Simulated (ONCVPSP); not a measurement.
## vanadium (V), ONCV: configuration errors across variants

V (Z = 23), optimised norm-conserving Vanderbilt (ONCV), made with ONCVPSP 4.0.1 (PBE, scalar-relativistic). Core [Ne], reference 3s2 3p6 3d3 4s2. Waves: 3s+4s: rc 1.80 bohr, ncon 4, nbas 8, qcut 8.5 1/bohr, 2 projectors; 3p: rc 1.60 bohr, ncon 4, nbas 9, qcut 6.9 1/bohr, 2 projectors, debl 2.4 Ha; 3d: rc 1.85 bohr, ncon 4, nbas 9, qcut 9.5 1/bohr, 3 projectors, debl 0.5 Ha. Local part: polynomial inside 1.15 bohr (lpopt 5, dvloc0 4 Ha). Core correction: none.

All-electron excitation energies from the reference (eV): (1) 3s2 3p6 3d3 4s1 7.735; (2) 3s2 3p6 3d3 4s0 22.031; (3) 3s2 3p6 3d2 4s0 50.928; (4) 3s2 3p6 3d4 4s0 7.197.

A true bound ghost makes a file unfit for plane-wave use even where its test errors are small: the radial tests pick states by their node count and pass the ghost by.

Errors AE − PS in meV (a dash: test not solved or not reliable):

```csv
change,(1),(2),(3),(4),bound ghosts,GHOST(+) flags above zero
base,-0.1,0.0,+37,+35,s,none
"all radii scaled by about 0.80 (s 1.44, p 1.28, d 1.48 bohr); local potential polynomial inside 0.92 bohr (lpopt 5, dvloc0 4 Ha)",-0.1,+0.7,+19,+15,none,none
"all radii scaled by about 0.87 (s 1.56, p 1.40, d 1.62 bohr); local potential polynomial inside 1.00 bohr (lpopt 5, dvloc0 4 Ha)",0.0,+1.0,+26,+21,none,none
"all radii scaled by about 1.20 (s 2.16, p 1.92, d 2.22 bohr); local potential polynomial inside 1.38 bohr (lpopt 5, dvloc0 4 Ha)",+0.1,-0.7,+73,+64,none,none
"all radii scaled by about 1.31 (s 2.36, p 2.10, d 2.42 bohr); local potential polynomial inside 1.50 bohr (lpopt 5, dvloc0 4 Ha)",-0.2,-5.2,+99,+85,none,none
```

Give the same row for: all radii scaled by about 1.11 (s 2.00, p 1.78, d 2.04 bohr); local potential polynomial inside 1.28 bohr (lpopt 5, dvloc0 4 Ha).

+0.1, +0.4, +57, +46; bound ghosts: none; GHOST(+) flags above zero: none.
